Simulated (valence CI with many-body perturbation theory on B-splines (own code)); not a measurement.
Energy levels of Tm XX

Calculated by relativistic CI+MBPT: four valence electrons over a frozen Dirac-Fock core [Kr] 4d10, a basis of 7 s, 7 p, 7 d, 7 f, 4 g, 2 h functions for each j, with the one-electron correlation potential Σ1 (screened to all orders), the two-electron term Σ2, the three-electron term Σ3, Breit, model QED; selected single and double excitations, second order for the rest, scaled by the run's own slope (own B-spline code, finite nucleus).

No measured levels were compared; by estimate terms of the open shell hold to a few per cent of their energy, and close levels can change places.

Levels 46 to 90 of 196, with energies above the lowest level, 4f⁴ ⁵I_4. "Leading %" is the weight of the configuration and term that name the level; weights of strongly mixed levels are sums over their largest components and can fall short. In the jj column 3d3/2^4 stands for four electrons in 3d with j = 3/2. Lifetimes count E1, E2, E3, M1 and M2 decay at the calculated energies, and are blank where another channel may lead or the interval is too uncertain; long ones can be off by a factor of two.

| No. | Configuration | Term | J | E (eV) | Leading % | Lifetime | Leading jj |
| --- | --- | --- | --- | --- | --- | --- | --- |
| 46 | 4f⁴ | ³F | 3 | 9.252 | 62 | 6.09 ms | 4f5/2 4f7/2^3 (71 %) |
| 47 | 4f⁴ | ⁵D | 2 | 9.487 | 62 | 12.1 ms | 4f5/2^2 4f7/2^2 (53 %) |
| 48 | 4f⁴ | ⁵D | 4 | 9.676 | 37 | 31.2 ms | 4f5/2^3 4f7/2 (65 %) |
| 49 | 4f⁴ | ⁵D | 3 | 9.815 | 53 | 14.9 ms | 4f5/2 4f7/2^3 (43 %) |
| 50 | 4f⁴ | ¹L | 8 | 10.084 | 46 | 4.58 ms | 4f7/2^4 (55 %) |
| 51 | 4f⁴ | ³F | 3 | 10.092 | 65 | 6.28 ms | 4f5/2 4f7/2^3 (57 %) |
| 52 | 4f⁴ | ³H | 4 | 10.241 | 35 | 6.89 ms | 4f5/2^2 4f7/2^2 (52 %) |
| 53 | 4f⁴ | ¹I | 6 | 10.383 | 47 | 8.40 ms | 4f5/2^2 4f7/2^2 (50 %) |
| 54 | 4f⁴ | ¹G | 4 | 10.736 | 43 | 7.21 ms | 4f5/2 4f7/2^3 (42 %) |
| 55 | 4f⁴ | ³H | 5 | 10.864 | 79 | 15.5 ms | 4f5/2^2 4f7/2^2 (80 %) |
| 56 | 4f⁴ | ³G | 5 | 11.226 | 40 | 4.24 ms | 4f5/2 4f7/2^3 (30 %) |
| 57 | 4f⁴ | ¹D | 2 | 11.240 | 53 | 4.27 ms | 4f7/2^4 (56 %) |
| 58 | 4f⁴ | ³F | 4 | 11.447 | 71 | 5.50 ms | 4f5/2 4f7/2^3 (40 %) |
| 59 | 4f⁴ | ¹K | 7 | 11.448 | 78 | 7.38 ms | 4f5/2 4f7/2^3 (74 %) |
| 60 | 4f⁴ | ³G | 3 | 11.800 | 71 | 10.1 ms | 4f5/2^2 4f7/2^2 (66 %) |
| 61 | 4f⁴ | ³H | 6 | 11.931 | 57 | 10.2 ms | 4f5/2 4f7/2^3 (65 %) |
| 62 | 4f⁴ | ³H | 4 | 12.071 | 30 | 7.56 ms | 4f5/2 4f7/2^3 (55 %) |
| 63 | 4f⁴ | ¹D | 2 | 12.101 | 66 | 3.87 ms | 4f5/2 4f7/2^3 (44 %) |
| 64 | 4f⁴ | ³K | 6 | 12.256 | 60 | 16.5 ms | 4f5/2^3 4f7/2 (56 %) |
| 65 | 4f⁴ | ³H | 4 | 12.475 | 61 | 6.14 ms | 4f5/2^2 4f7/2^2 (65 %) |
| 66 | 4f⁴ | ¹N | 10 | 12.691 | 94 | 9.57 ms | 4f5/2 4f7/2^3 (52 %) |
| 67 | 4f⁴ | ³F | 2 | 12.723 | 87 | 9.90 ms | 4f5/2^2 4f7/2^2 (46 %) |
| 68 | 4f⁴ | ³K | 8 | 12.821 | 65 | 24.1 ms | 4f5/2^2 4f7/2^2 (91 %) |
| 69 | 4f⁴ | ³G | 5 | 12.868 | 46 | 5.28 ms | 4f5/2^2 4f7/2^2 (40 %) |
| 70 | 4f⁴ | ³F | 4 | 12.888 | 35 | 6.09 ms | 4f5/2^2 4f7/2^2 (49 %) |
| 71 | 4f⁴ | ³K | 7 | 12.913 | 85 | 24.2 ms | 4f5/2^2 4f7/2^2 (85 %) |
| 72 | 4f⁴ | ³H | 5 | 13.139 | 64 | 4.50 ms | 4f5/2 4f7/2^3 (44 %) |
| 73 | 4f⁴ | ³F | 3 | 13.224 | 71 | 7.56 ms | 4f5/2 4f7/2^3 (69 %) |
| 74 | 4f⁴ | ³P | 0 | 13.365 | 77 | 2.64 ms | 4f5/2^4 (42 %) |
| 75 | 4f⁴ | ³H | 6 | 13.520 | 68 | 4.19 ms | 4f5/2^2 4f7/2^2 (50 %) |
| 76 | 4f⁴ | ¹G | 4 | 14.530 | 50 | 6.03 ms | 4f5/2 4f7/2^3 (60 %) |
| 77 | 4f⁴ | ¹L | 8 | 14.591 | 65 | 7.71 ms | 4f5/2 4f7/2^3 (84 %) |
| 78 | 4f⁴ | ³P | 1 | 14.597 | 90 | 2.66 ms | 4f5/2^2 4f7/2^2 (43 %) |
| 79 | 4f⁴ | ³I | 5 | 14.791 | 71 | 7.35 ms | 4f5/2 4f7/2^3 (45 %) |
| 80 | 4f⁴ | ³I | 6 | 14.878 | 69 | 12.8 ms | 4f5/2^2 4f7/2^2 (68 %) |
| 81 | 4f⁴ | ³G | 3 | 15.370 | 82 | 4.44 ms | 4f5/2^2 4f7/2^2 (40 %) |
| 82 | 4f⁴ | ³I | 7 | 15.416 | 88 | 8.40 ms | 4f5/2 4f7/2^3 (78 %) |
| 83 | 4f⁴ | ³G | 4 | 15.556 | 64 | 3.84 ms | 4f7/2^4 (30 %) |
| 84 | 4f⁴ | ³P | 2 | 15.825 | 78 | 4.38 ms | 4f5/2^2 4f7/2^2 (47 %) |
| 85 | 4f⁴ | ³G | 5 | 15.848 | 91 | 5.40 ms | 4f5/2 4f7/2^3 (50 %) |
| 86 | 4f⁴ | ¹F | 3 | 16.373 | 43 | 5.68 ms | 4f5/2^2 4f7/2^2 (50 %) |
| 87 | 4f⁴ | ¹I | 6 | 16.570 | 67 | 3.69 ms | 4f5/2 4f7/2^3 (36 %) |
| 88 | 4f⁴ | ¹D | 2 | 16.664 | 52 | 3.78 ms | 4f5/2 4f7/2^3 (41 %) |
| 89 | 4f⁴ | ¹G | 4 | 17.064 | 74 | 3.12 ms | 4f5/2^2 4f7/2^2 (50 %) |
| 90 | 4f⁴ | ³D | 3 | 17.857 | 53 | 5.53 ms | 4f5/2 4f7/2^3 (65 %) |

Names give the largest LS component (configuration and term), which can be under half, so a name can repeat, a term be missing and a line seem to break the LS rules; names also repeat where a configuration has a term twice.

Where two levels of one J and parity lie close, their mixing, g and order are uncertain.
